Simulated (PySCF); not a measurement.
```xyz
4
charge 0 multiplicity 1, angstrom
Sc    0.0000    0.0000    0.0000
F     1.8510    0.0000    0.0000
F    -0.9255    1.6030    0.0000
F    -0.9255   -1.6030    0.0000
```

All numbers come from PBE in PySCF with Sc def2-TZVP, F def2-TZVP; no relativity; density-fitted integrals.

This geometry of ScF₃ is a stationary point at this level.

(1) What is the point group?

(2) Is it a minimum?

(3) List the harmonic modes with their infrared intensities.

(4) What are the dipole moment and the gap between the highest occupied and lowest empty levels?

## Answers

(1) D3h.

(2) Yes: all harmonic wavenumbers are real.

(3) 
| symmetry | ω (cm⁻¹) | IR (km/mol, summed over degenerate members) | type |
| --- | --- | --- | --- |
| a2'' | 75 | 109 | bend |
| e' | 165 | 24.1 | bend |
| a1' | 605 | 0.0 | stretch |
| e' | 705 | 538 | stretch |

(4) 0.00 D and 5.56 eV.

This need not be the most stable arrangement of these atoms.
